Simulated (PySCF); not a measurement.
BCl₂H₃Sn.
Bonds: Cl1–B2, B2–Cl3, B2–Sn4. Hydrogens: H5, H6, H7 on Sn4.

Level of theory: PBE0-D3(BJ)/def2-SVP geometry optimisation, gas phase, def2 core potentials past Kr (PySCF).

Question: How far are the bound atoms from Sn4?

Answer: 4 atoms: H7 1.714 Å, H6 1.715 Å, H5 1.716 Å, B2 2.261 Å. The nearest atom not counted as bound is Cl3, at 3.48 Å.

Question: List the angles at Sn4.

Answer: 
```json
{"angle": "B2–Sn4–H7", "degrees": "111.6", "distance of the outer atoms (Å)": "3.30"}
{"angle": "B2–Sn4–H6", "degrees": "110.0", "distance of the outer atoms (Å)": "3.27"}
{"angle": "B2–Sn4–H5", "degrees": "109.5", "distance of the outer atoms (Å)": "3.26"}
{"angle": "H6–Sn4–H7", "degrees": "109.2", "distance of the outer atoms (Å)": "2.79"}
{"angle": "H5–Sn4–H7", "degrees": "108.7", "distance of the outer atoms (Å)": "2.79"}
{"angle": "H5–Sn4–H6", "degrees": "107.8", "distance of the outer atoms (Å)": "2.77"}
```

Question: What is the shape at Sn4?

Answer: Tetrahedral: angles from 107.8° to 111.6°; τ4 = (360° − α − β)/141° = 0.98 with α and β the two widest (0 for a square, 1 for a tetrahedron).

Question: What are the other bond lengths?

Answer: Cl1–B2, B2–Cl3 1.748 Å.

Question: Give some angles away from the centre.

Answer: Cl1–B2–Cl3 118.2°, Cl1–B2–Sn4 121.7°, Cl3–B2–Sn4 120.1°.

Question: What are the rotational constants (commonest isotopes, rigid rotor)?

Answer: A = 3063, B = 1082, C = 809.3 MHz: an asymmetric top.

Point group: near Cs, missed by 0.37 Å at most; the miss may be what the optimiser left on a soft mode. Charge 0, singlet. PBE0-D3(BJ)/def2-SVP frequencies: not computed here.
